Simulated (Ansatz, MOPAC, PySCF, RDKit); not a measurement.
Dimer: CH5N (SMILES CN) (first 7 atoms) with CH6Si (SMILES C[SiH3]); geometry from B3LYP-D3(BJ)/def2-TZVP, rigid monomers moved along the line of their centres of mass till H6···Si9 is 2.99 Å.
(charge 0, multiplicity 1):
```xyz
15

C     -0.9787     0.2707     0.0891
N      0.4280     0.1575     0.4703
H     -1.2348    -0.5492    -0.5836
H     -1.1271     1.2007    -0.4617
H     -1.6881     0.2560     0.9270
H      0.5962    -0.7062     0.9716
H      0.6962     0.9170     1.0842
C      1.4303    -0.1430     3.8908
Si    -0.4309    -0.0156     3.6908
H      1.7033    -1.0808     4.3781
H      1.8101     0.6769     4.5033
H      1.9388    -0.1052     2.9261
H     -0.9501    -1.1330     2.8656
H     -0.8045     1.2602     3.0337
H     -1.0947    -0.0683     5.0161
```

Monomers are frozen at their geometry in the pair; levels with a basis set take the counterpoise correction. Rows marked so take none. RDKit's UFF carries no charges.

Frozen-core correlation. Rows in 3-21G, 6-31G*, STO-3G carry no dispersion term and start afresh at each structure (6-31G* with six Cartesian d functions). MP2/6-31G* freezes PySCF's default core. The state that PM3 reach isn't checked.

Run with Ansatz (a quantum-chemistry and plane-wave program); MOPAC for PM3 (differences of heats of formation); PySCF for 3-21G rows, 6-31G* rows, STO-3G rows; RDKit for the force fields. Values without a source in brackets are computed.

| level | interaction energy (kJ/mol) |
|---|---|
| UFF | 1.4 |
| PM3 | 1.0 |
| HF/STO-3G (no counterpoise) | 14.9 |
| HF/3-21G (no counterpoise) | 1.8 |
| M06-2X/6-31G* (no counterpoise) | -12.9 |
| wB97M-V/def2-TZVPPD | -4.8 |
| MP2/6-31G* | 10.8 |
| MP2/6-31G* (no counterpoise) | ___ |
| CCSD(T)/aug-cc-pV(D+d)Z | ___ |

Q: What belongs in the gaps?

A: 
- MP2/6-31G* (no counterpoise), interaction energy (kJ/mol): -1.6
- CCSD(T)/aug-cc-pV(D+d)Z, interaction energy (kJ/mol): -0.1
